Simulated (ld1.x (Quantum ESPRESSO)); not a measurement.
Ranking TM potentials for titanium

All share these settings but for the change named:

| Item | Value |
| --- | --- |
| Element | Ti |
| Generator | ld1.x (Quantum ESPRESSO) 7.5 |
| Type | norm-conserving Troullier–Martins (Kleinman–Bylander form) |
| Functional | PBE |
| Relativity | scalar-relativistic |
| Frozen core | [Ne] |
| Valence charge | 12 |
| Reference configuration | 3s2 3p6 3d2 4s2 4p0 |
| Partial waves | 3p (bound): rc 0.90 bohr; 3d (bound): rc 1.25 bohr; 3s (bound): rc 1.25 bohr |
| Local potential | the s channel |
| Core correction | none |

Occupied shells without a wave of their own: 4s. They enter only through the test configuration that unscreens the potential.

Cutoff: the first of the cutoffs (Ry, on a coarse ladder) from which the occupation-weighted sum of valence levels, in a spherical-Bessel basis at the reference potential, stays within 10 and 1 mRy of its value at 400 Ry; the density cutoff is not measured.

The base gives 110 Ry.

Of 10 variants that were run, those that failed, showed a ghost or another fault, or gave nearly equal values are left out.

A variant can come out equal or close to the base.

(1) Rank these variants from softest to hardest (loose cutoff).
A. wave 3d (bound): rc 1.25 bohr becomes 3d (bound): rc 1.74 bohr
B. wave 3d (bound): rc 1.25 bohr becomes 3d (bound): rc 0.84 bohr
C. wave 3d (bound): rc 1.25 bohr becomes 3d (bound): rc 1.06 bohr
D. wave 3d (bound): rc 1.25 bohr becomes 3d (bound): rc 1.16 bohr

## Answers

(1) A (90 Ry), D (120 Ry), C (140 Ry), B (180 Ry).
